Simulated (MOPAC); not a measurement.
Job for MOPAC: AM1 on BH3O (SMILES BO), a point of a torsion scan.

```
AM1 1SCF PRECISE CHARGE=0 THREADS=1
BH3O

B     -0.40909002 1    -0.02569508 1     0.01451043 1
O      0.82004727 1    -0.43240483 1     0.34774532 1
H     -1.24339963 1    -0.83999307 1    -0.14713037 1
H     -0.71480258 1     1.11793437 1     0.08927498 1
H      1.24680208 1    -0.14756387 1     1.14845781 1
```

Output:

```
*******************************************************************************
 **                                                                           **
 **                              MOPAC v23.2.5                                **
 **                                                                           **
 *******************************************************************************
 ** MOPAC's Digital Object Identifier: https://doi.org/10.5281/zenodo.6511958 **
 **                                                                           **
 ** Please cite the open-source release paper for use of this MOPAC version:  **
 ** J. E. Moussa and J. J. P. Stewart (2026)                                  **
 ** MOPAC: An open-source semiempirical molecular orbital program             **
 ** J. Open Source Softw., 11(119), 8025, https://doi.org/10.21105/joss.08025 **
 *******************************************************************************

                              AM1 CALCULATION RESULTS

 *******************************************************************************
 *  AM1        - The AM1 Hamiltonian to be used
 *
 *
 *
 *                 CHARGE ON SYSTEM = 0
 *
 *
 *
 *  PRECISE    - TIGHTER CRITERIA TO BE USED
 *  1SCF       - DO 1 SCF AND THEN STOP
 *  THREADS=1  - MULTI-THREADING NOT USED
 *  T=         - A TIME OF 172800.0 SECONDS REQUESTED
 *  DUMP=N     - RESTART FILE WRITTEN EVERY 7200.0 SECONDS REQUESTED
 *******************************************************************************
AM1 1SCF PRECISE CHARGE=0 THREADS=1
 BH3O

   ATOM   CHEMICAL          X               Y               Z
  NUMBER   SYMBOL      (ANGSTROMS)     (ANGSTROMS)     (ANGSTROMS)

     1       B         -0.40909002  *  -0.02569508  *   0.01451043  *
     2       O          0.82004727  *  -0.43240483  *   0.34774532  *
     3       H         -1.24339963  *  -0.83999307  *  -0.14713037  *
     4       H         -0.71480258  *   1.11793437  *   0.08927498  *
     5       H          1.24680208  *  -0.14756387  *   1.14845781  *



          CARTESIAN COORDINATES

    NO.       ATOM           X           Y           Z

     1         B         -0.4091     -0.0257      0.0145
     2         O          0.8200     -0.4324      0.3477
     3         H         -1.2434     -0.8400     -0.1471
     4         H         -0.7148      1.1179      0.0893
     5         H          1.2468     -0.1476      1.1485

  H: (AM1): M.J.S. DEWAR ET AL, J. AM. CHEM. SOC. 107 3902-3909 (1985)
  B: (AM1): M.J.S. DEWAR ET AL, ORGANOMETALLICS, 7, 513-521 (1988)
  O: (AM1): M.J.S. DEWAR ET AL, J. AM. CHEM. SOC. 107 3902-3909 (1985)

           Empirical Formula: H3 O B  =     5 atoms



      MOLECULAR POINT GROUP   :   C1


      RHF CALCULATION, NO. OF DOUBLY OCCUPIED LEVELS = 6


 -------------------------------------------------------------------------------
 AM1 1SCF PRECISE CHARGE=0 THREADS=1
 BH3O



     1SCF WAS SPECIFIED, SO BFGS WAS NOT USED
     SCF FIELD WAS ACHIEVED


                              AM1 CALCULATION
                                                       MOPAC v23.2.5 Linux




          FINAL HEAT OF FORMATION =        -59.92522 KCAL/MOL =    -250.72714 KJ/MOL


          COSMO AREA              =         66.41 SQUARE ANGSTROMS
          COSMO VOLUME            =         47.90 CUBIC ANGSTROMS

          IONIZATION POTENTIAL    =         10.435115 EV
          HOMO LUMO ENERGIES (EV) =        -10.435  1.627
          NO. OF FILLED LEVELS    =          6
          MOLECULAR WEIGHT        =         29.8331         POINT GROUP:  C1

          MOLECULAR DIMENSIONS (Angstroms)

            Atom       Atom       Distance
            H     5    H     3     2.89121
            H     4    O     2     1.92060
            O     2    H     3     0.47284


          SCF CALCULATIONS        =          1





   ATOM   CHEMICAL          X               Y               Z
  NUMBER   SYMBOL      (ANGSTROMS)     (ANGSTROMS)     (ANGSTROMS)

     1       B         -0.40909002  *  -0.02569508  *   0.01451043  *
     2       O          0.82004727  *  -0.43240483  *   0.34774532  *
     3       H         -1.24339963  *  -0.83999307  *  -0.14713037  *
     4       H         -0.71480258  *   1.11793437  *   0.08927498  *
     5       H          1.24680208  *  -0.14756387  *   1.14845781  *

                             CARTESIAN COORDINATES

   1    B       -0.409090020    -0.025695080     0.014510430
   2    O        0.820047270    -0.432404830     0.347745320
   3    H       -1.243399630    -0.839993070    -0.147130370
   4    H       -0.714802580     1.117934370     0.089274980
   5    H        1.246802080    -0.147563870     1.148457810


           Empirical Formula: H3 O B  =     5 atoms



      MOLECULAR POINT GROUP   :   C1


                  EIGENVALUES
 -37.70775 -22.32079 -17.41943 -14.64392 -13.87226 -10.43512   1.62669   3.01223
   4.54929   6.08871   7.76820


              NET ATOMIC CHARGES AND DIPOLE CONTRIBUTIONS

  ATOM NO.   TYPE          CHARGE      No. of ELECS.   s-Pop       p-Pop
    1          B           0.261294        2.7387     1.21784     1.52087
    2          O          -0.401549        6.4015     1.80733     4.59422
    3          H          -0.034216        1.0342     1.03422
    4          H          -0.093225        1.0932     1.09323
    5          H           0.267696        0.7323     0.73230
 DIPOLE           X         Y         Z       TOTAL
 POINT-CHG.     0.032     0.249     0.808     0.847
 HYBRID         0.256     0.363     0.363     0.574
 SUM            0.289     0.612     1.172     1.353


          ATOMIC ORBITAL ELECTRON POPULATIONS

     Atom    s        px        py        pz
    1  B   1.21784   0.58267   0.71117   0.22703
    2  O   1.80733   1.41297   1.75864   1.42260
    3  H   1.03422
    4  H   1.09323
    5  H   0.73230

 **********************
 *                    *
 * JOB ENDED NORMALLY *
 *                    *
 **********************




 == MOPAC DONE ==
```

The run finished.

Cost: roughly 0.04 core-seconds.
